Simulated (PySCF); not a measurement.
# Computed structure and properties of [TlS2]−

System: [TlS2]− (singlet); start: template (D∞h). Method: PySCF 2.14.0, RKS PBE, Tl def2-SVP with ECP60, S def2-SVP; non-relativistic Hamiltonian with scalar-relativistic core potentials where named; density fitting; no spin-orbit coupling.

Input of the relaxation:

```python
mol = gto.M(atom='''
Tl     0.00000     0.00000     0.00000
S      0.00000     0.00000     2.18290
S      0.00000     0.00000    -2.18290''',
    basis={'Tl': 'def2-SVP', 'S': 'def2-SVP'},
    ecp={'Tl': 'def2-SVP'},
    charge=-1, spin=0)
mf = dft.RKS(mol, xc='PBE')
mf.grids.atom_grid = (50, 194)
mf = mf.density_fit()  # fitting sets: Tl def2-universal-JKFIT, S def2-universal-JKFIT
mf.conv_tol = 1e-08; mf.max_cycle = 55
mf.kernel(dm0)  # dm0: converged density of the start geometry
# quasi-Newton relaxation in Cartesian coordinates to a largest gradient under 0.00045 Eh/bohr, steps kept in the point group
```

Run from Python with OMP_NUM_THREADS=2; the lines above give its settings. Where DIIS fails, smearing, a level shift and second-order steps follow.
It took 5.2 s on 2 threads of Arm Neoverse V1, on a shared host, from the converged density of the start.

Course of the relaxation:

```tsv
step	energy above end (eV)	largest force component within the symmetry (eV/Å)
0	0.4349	3.160
1	0.0156	0.504
2	0.0012	0.137
3	0.0000	0.010
4	0.0000	0.000
```

Relaxed geometry (D∞h):

```xyz
3

Tl    0.0000    0.0000    0.0000
S     0.0000    0.0000    2.3367
S     0.0000    0.0000   -2.3367
```

| contact | Å |
| --- | --- |
| Tl1–S2 (S) | 2.337 |
| Tl1–S3 (S) | 2.337 |

On the finer grid (75, 302):

```
HOMO                                                          : -0.26 eV
LUMO                                                          : 2.40 eV
Dipole about the centre of mass                               : 0.00 D
Set of Mulliken populations of Tl1 outside the core potential : s 3.56, p 7.41, d 10.10
D3(BJ) dispersion energy (not in the energies)                : -0.075 eV
```

```json
{"atom": "Tl1", "Mulliken (e)": "-0.06", "Löwdin (e)": "-0.42", "spin (e)": "0.00"}
{"atom": "S2", "Mulliken (e)": "-0.47", "Löwdin (e)": "-0.29", "spin (e)": "0.00"}
{"atom": "S3", "Mulliken (e)": "-0.47", "Löwdin (e)": "-0.29", "spin (e)": "0.00"}
```

On the grid (50, 194), as all that follows. Harmonic modes: a minimum; lowest 89 cm⁻¹ (negative: unstable), highest 416 cm⁻¹, zero-point energy 0.058 eV.

Rigid scan of S along the line from its metal:

```tsv
distance to S2 (Å)	energy (eV)
2.04	1.042
2.14	0.398
2.24	0.087
2.34	0.000
2.44	0.065
2.54	0.225
2.64	0.445
2.79	0.826
```

One start shape was tried, so this needn't be the lowest isomer.
